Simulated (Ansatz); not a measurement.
Born–Oppenheimer molecular dynamics of CH$_{6}$Cl$_{2}$O$_{2}$Si$_{2}$ (13 atoms, charge 0, multiplicity 1). It starts from a relaxed structure.

Computed with RKS B3LYP/STO-3G in Ansatz.

```json
{"ensemble": "NVE (velocity Verlet)", "time step": "0.25 fs", "steps asked": "250", "starting velocities drawn for": "300 K", "seed": "655972"}
```

First frame:

```xyz
13
Properties=species:S:1:pos:R:3
Si -0.015 -0.144 0.046
O 0.183 -0.276 1.718
C -1.073 -0.282 2.480
H -1.732 -1.133 2.201
H -0.799 -0.386 3.547
H -1.647 0.662 2.355
O 1.468 -0.059 -0.649
Si 2.493 -1.388 -0.955
H 1.966 -2.191 -2.038
H 3.763 -0.809 -1.326
H 2.639 -2.207 0.231
Cl -1.040 1.642 -0.450
Cl -1.191 -1.775 -0.674
```

Problem. How far do the bonds stretch over the last three quarters of this one trajectory? (Pairs bonded in most of those frames.)

Solution. 
```tsv
bond	mean (Å)	spread (Å)	shortest	longest
Si1–O2	1.692	0.020	1.66	1.72
Si1–O7	1.648	0.019	1.62	1.68
Si1–Cl12	2.118	0.003	2.11	2.12
Si1–Cl13	2.137	0.012	2.12	2.16
O2–C3	1.479	0.022	1.44	1.51
C3–H4	1.112	0.031	1.07	1.16
C3–H5	1.107	0.009	1.09	1.12
C3–H6	1.112	0.022	1.07	1.15
O7–Si8	1.715	0.024	1.67	1.74
Si8–H9	1.450	0.026	1.41	1.49
Si8–H10	1.446	0.033	1.40	1.50
Si8–H11	1.454	0.030	1.40	1.50
```

Mean temperature of the second half: 140 K. The conserved energy stayed within 0.047 meV per atom of its start (net change 0.017 meV per atom), so the integration is sound. Over the second half the temperature averaged 0.47 of the 300 K drawn at the start: a run that starts near a minimum puts about half its kinetic energy into the potential. A run of 0.062 ps of so small a system gives no equilibrium averages. Limits of this set-up: minimal basis.

Run time: 10 min on 1 thread of Intel(R) Xeon(R) 6975P-C (Granite Rapids), with other jobs on the host, peak memory 0.18 GiB.
